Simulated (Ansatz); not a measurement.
Scan of H3Si (cation, charge +1), singlet: umbrella (inversion) coordinate, bond length relaxed. Scanned: angle between the Si-H bonds and the threefold axis (90 = planar). Other coordinates (Si-H bond length) were minimised at B3LYP/def2-TZVP.

Level of theory: full CI/def2-SVP, frozen core (Ansatz, an electronic-structure program).

Scanned values (°): 90, 93.23, 96.64, 99.30, 101.44, 104.51, 108.65, 110.73, 113.56, 117.43, 119.70, 122.38, 126.51, 128.66, 132.

### Question
At which scan points does the profile have its minima and maxima, and how high do they lie?

### Answer
Lower than their neighbours: 90° (0.0 kcal/mol, end of the scan). Higher than their neighbours: 132° (102.0 kcal/mol, end of the scan). The whole profile spans 102.0 kcal/mol.
